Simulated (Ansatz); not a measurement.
KBi₄⁻, relaxed as a singlet with RKS r2SCAN-D4/def2-SVPD in Ansatz, starting from the GFN1-xTB geometry. Force threshold 0.02 eV/Å.

In the def2 sets Bi takes a core potential; there is no spin–orbit coupling. The highest occupied level of the charge -1 singlet lies above zero (up to 0.08 eV). The electron is either unbound and held by the finite basis, or the level is raised by self-interaction error. The structure comes from a short search, and lower isomers may exist.

Start:

```xyz
5

K    -0.811    2.369    0.267
Bi    2.048    0.811   -1.467
Bi    0.004   -0.288    2.685
Bi   -2.162   -0.745   -1.316
Bi    0.920   -2.146   -0.169
```

| step | energy (eV) | largest force component (eV/Å) | SCF passes |
| --- | --- | --- | --- |
| 1 | -39697.3471 | 2.829 | 47 |
| 2 | -39698.5481 | 2.133 | 39 |
| 3 | -39699.4260 | 1.085 | 39 |
| 4 | -39699.9090 | 0.716 | 32 |
| 5 | -39700.4743 | 0.674 | 29 |
| 6 | -39700.8536 | 0.325 | 29 |
| 7 | -39700.9669 | 0.412 | 29 |
| 8 | -39701.1201 | 0.285 | 29 |
| 9 | -39701.1770 | 0.125 | 29 |
| 10 | -39701.1830 | 0.230 | 23 |
| 11 | -39701.1940 | 0.044 | 23 |
| 12 | -39701.1944 | 0.010 | 24 |

Force components are those of the run's own axes.

End:

```xyz
5

K     0.051    2.441    0.699
Bi    0.996    0.611   -1.994
Bi   -0.987   -0.499    2.029
Bi   -1.357   -1.071   -0.965
Bi    1.297   -1.482    0.230
```

Bonds formed: K1–Bi5, Bi2–Bi4, Bi3–Bi4 (atoms count from 1). Metal–metal contacts that move far: Bi4–Bi5 3.57 to 2.94 Å. The end is the same structure that another start reached, the lowest one found.

No frequencies were taken in this run, so the end may be a saddle point.

It took 78 s on 4 threads of Arm Neoverse V2 on a shared host.
